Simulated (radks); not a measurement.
Tl LXXIII, configuration [He] 2s2 2p5 (the NIST ground configuration). Method: Dirac Kohn-Sham, BLYP, spin-unpolarised, spherical densities, finite nucleus; open shells fill j = l - 1/2 first; Fermi nuclear charge, rms radius 5.4759 fm; computed with a radial shooting solver on a logarithmic mesh with Libxc functionals.

Normalised radial functions P(r) = r R(r) (large component), r in bohr:

| r | 1s1/2 | 2p3/2 |
|---|---|---|
| 0.0007472 | 1.7063 | 0.0086 |
| 0.0008225 | 1.8331 | 0.0103 |
| 0.0009054 | 1.9681 | 0.0124 |
| 0.0009966 | 2.1115 | 0.0148 |
| 0.001088 | 2.2506 | 0.0175 |
| 0.001198 | 2.4108 | 0.0209 |
| 0.001319 | 2.5801 | 0.0250 |
| 0.001452 | 2.7586 | 0.0299 |
| 0.001585 | 2.9301 | 0.0351 |
| 0.001745 | 3.1258 | 0.0419 |
| 0.001921 | 3.3303 | 0.0500 |
| 0.002114 | 3.5430 | 0.0596 |
| 0.002309 | 3.7447 | 0.0700 |
| 0.002541 | 3.9712 | 0.0833 |
| 0.002797 | 4.2035 | 0.0991 |
| 0.003079 | 4.4401 | 0.1177 |
| 0.003362 | 4.6592 | 0.1377 |
| 0.003701 | 4.8989 | 0.1631 |
| 0.004074 | 5.1367 | 0.1931 |
| 0.004485 | 5.3698 | 0.2282 |
| 0.004897 | 5.5765 | 0.2655 |
| 0.00539 | 5.7907 | 0.3128 |
| 0.005934 | 5.9892 | 0.3677 |
| 0.006531 | 6.1673 | 0.4313 |
| 0.007132 | 6.3084 | 0.4982 |
| 0.007851 | 6.4333 | 0.5816 |
| 0.008642 | 6.5227 | 0.6771 |
| 0.009513 | 6.5712 | 0.7857 |
| 0.01039 | 6.5753 | 0.8979 |
| 0.01143 | 6.5314 | 1.0348 |
| 0.01259 | 6.4333 | 1.1877 |
| 0.01385 | 6.2781 | 1.3571 |
| 0.01513 | 6.0845 | 1.5268 |
| 0.01665 | 5.8174 | 1.7272 |
| 0.01833 | 5.4942 | 1.9423 |
| 0.02018 | 5.1194 | 2.1699 |
| 0.02204 | 4.7365 | 2.3869 |
| 0.02426 | 4.2842 | 2.6287 |
| 0.0267 | 3.8067 | 2.8702 |
| 0.02939 | 3.3169 | 3.1045 |
| 0.03209 | 2.8688 | 3.3060 |
| 0.03533 | 2.3941 | 3.5026 |
| 0.03889 | 1.9470 | 3.6652 |
| 0.0428 | 1.5390 | 3.7837 |
| 0.04674 | 1.2071 | 3.8450 |
| 0.05145 | 0.8962 | 3.8524 |
| 0.05664 | 0.6409 | 3.7915 |
| 0.06234 | 0.4398 | 3.6591 |
| 0.06808 | 0.2993 | 3.4755 |
| 0.07494 | 0.1875 | 3.2124 |
| 0.08249 | 0.1112 | 2.8935 |
| 0.0908 | 0.0621 | 2.5333 |
| 0.09915 | 0.0344 | 2.1821 |
| 0.1091 | 0.0168 | 1.7945 |
| 0.1201 | 0.0076 | 1.4214 |
| 0.1322 | 0.0032 | 1.0803 |
| 0.1444 | 0.0013 | 0.8073 |
| 0.159 | 0.0004 | 0.5602 |
| 0.175 | 0.0001 | 0.3681 |
| 0.1926 | 0.0000 | 0.2278 |
| 0.2103 | 0.0000 | 0.1386 |
| 0.2315 | 0.0000 | 0.0753 |

1s1/2: eigenvalue -92734 eV, 0 radial nodes, <r> = 0.0163 bohr, 90 % of the charge inside 0.0298 bohr. 2p3/2: eigenvalue -19298.1 eV, 0 radial nodes, <r> = 0.0630 bohr, 90 % of the charge inside 0.102 bohr.
